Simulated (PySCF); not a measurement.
MoO4 (SMILES [O]=[Mo-2](=[O])(=[O])=[O]), charge -2, singlet, geometry from GFN2-xTB (such geometries of metal compounds can be far from the true shape) (all electrons, no relativity) (in this run its highest filled SCF level lies above zero, so its values depend strongly on the basis, on diffuse functions most of all). Base run: PySCF with R2SCAN/3-21G.

Geometry (Å):
```xyz
5

Mo     0.0000     0.0000     0.0000
O      1.3920    -0.3025    -0.9606
O      0.4779     0.2967     1.6234
O     -0.8310     1.3733    -0.6125
O     -1.0388    -1.3675    -0.0504
```
Charge -2, spin multiplicity 1.
All else is at PySCF's defaults.
Base energy -4257.87175 Eh.

Each row names what was changed in the base input (with any setting that the change needs).

| change | ΔE vs base (µEh) | SCF cycles | outcome |
|---|---|---|---|
| base | 0.0 | 12 | converged |
| init_guess = vsap | 0.0 | 12 | converged |
| conv_tol = 1e-11 | 0.0 | 13 | converged |
| conv_tol = 1e-12 | 0.0 | 39 | converged |
| conv_tol_grad = 1e-3 | 0.0 | 12 | converged |
| solver = newton; init_guess = 1e | 0.0 | - | converged |
| diis = off; damp = 0.3 (with mf.diis_start_cycle = 200; with mf.max_cycle = 150) | - | 150 | not converged |
| diis_space = 2 | - | 50 | not converged |
| conv_tol = 1e-7 | 0.0 | 11 | converged |
| solver = newton | 0.0 | - | converged |
| damp = 0.5; diis_start_cycle = 5 | 0.0 | 15 | converged |
| DIIS = EDIIS | - | 50 | not converged |
| diis_space = 4 | 0.0 | 14 | converged |
